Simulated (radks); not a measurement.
The numbers below are computed, except where a source is named.
Exchange energies: the exact (Fock) value of the Kohn-Sham orbitals and density-functional approximations, in hartree. Species: Mo+ [Kr] 4d5; Mn [Ar] 3d5 4s2; Eu [Xe] 4f7 6s2. Level of theory: non-relativistic Kohn-Sham, exchange-only LDA, spin-polarised, spherical densities, point nucleus (a radial shooting solver on a logarithmic mesh with Libxc functionals). Every spin shell is full or empty, so the densities are truly spherical. Functionals are evaluated on that one density, not self-consistently.

| functional | Mo+ | Mn | Eu |
|---|---|---|---|
| exact | -119.537 | -50.7652 | -230.132 |
| LDA | -113.33 | -47.522 | -220.49 |
| B88 | -119.61 | -50.902 | -230.60 |
| PBE | -119.05 | -50.650 | -229.61 |
| PBEsol | -116.68 | -49.378 | -225.80 |
| PW91 | -119.56 | -50.871 | -230.55 |
| PW86 | -119.45 | -51.029 | -229.83 |
| B86b | -119.59 | -50.928 | -230.49 |
| G96 | -119.96 | -50.988 | -231.43 |
| TPSS | -119.32 | -50.908 | -229.63 |
| revTPSS | -118.51 | -50.531 | -228.34 |
| Tao-Mo | -118.66 | -50.652 | -228.55 |
